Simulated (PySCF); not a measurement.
V (vanadium, neutral) across methods

[Ar] 3d5, high-spin 6S determinant (an excited configuration). Computed with PySCF 2.14 in aug-cc-pVDZ-DK (7s6p4d2f, 59 functions), with the spin-free X2C one-electron Hamiltonian (Gaussian nucleus).

```csv
method,E (hartree),mean ε 3p α (eV),mean ε 3p β (eV),mean ε 3d α (eV),Σ⟨r²⟩ (bohr²),⟨S²⟩
r2SCAN,-949.074,-40.392,-35.893,-1.417,38.95,8.750
revPBE,-949.030,-38.974,-35.465,-1.453,40.03,8.750
UHF,-948.00156,-51.899,-43.020,-5.193,33.81,8.750
LDA,-946.918,-38.898,-35.573,-1.661,39.27,8.750
M06-2X,-949.065,-45.159,-40.152,-3.578,35.82,8.750
PBE0,-948.904,-42.238,-37.511,-2.389,37.39,8.750
PBE,-948.895,-38.999,-35.499,-1.507,39.90,8.750
B3LYP,-949.125,-41.568,-37.285,-2.196,38.04,8.750
LC-wPBE,-948.933,-43.742,-39.708,-4.696,35.87,8.750
```
